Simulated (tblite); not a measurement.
Q: Write a Z-matrix for `[SiH3]N([SiH3])[SiH2]S` as optimised with GFN2-xTB.

A: 
Z-matrix in Å and degrees, rows numbered from 1:
```
Si
N   1  1.7516
Si  2  1.7466  1  122.37
Si  2  1.7350  1  117.10  3   168.99
S   4  2.1473  2  110.46  1   -81.43
H   1  1.4635  2  106.79  3   129.24
H   1  1.4583  2  106.81  3     9.30
H   1  1.4640  2  109.84  3  -110.68
H   3  1.4618  2  107.16  1  -152.69
H   3  1.4691  2  109.67  1    88.19
H   3  1.4577  2  107.64  1   -32.67
H   4  1.4559  2  108.67  1   159.62
H   4  1.4517  2  110.64  1    33.36
H   5  1.3247  4   96.60  2   -45.46
```

S5 (sulfur bonded to Si and H) is bent (angle 96.6°). Si4 (SiH2 silicon) is distorted tetrahedral (angles from 104.2° to 114.3°). N2 (nitrogen bridging silicon atoms) is almost planar (angles 122.4°, 119.6° and 117.1°, sum 359.1°, 0.10 Å off the plane of its three neighbours). Si1 (SiH3 silicon) is tetrahedral (angles from 106.8° to 112.0°).

The geometry is computed with GFN2-xTB (gas phase).

Its lowest GFN2-xTB frequency is 8i cm⁻¹, too small to tell a flat minimum from a shallow saddle. One conformer, not necessarily the lowest (Si1–N2–Si4–S5 -81°, N2–Si4–S5–H -45°). 3 starts were optimised and ended at 0.00, 0.11 and 0.18 kcal/mol (GFN2-xTB); the lowest of these is shown.

Time: 0.65 s of wall time. Hardware: an Intel Xeon Platinum 8375C at 2.90 GHz with one thread, no GPU, on a shared host. That covers the optimisation of the geometry.
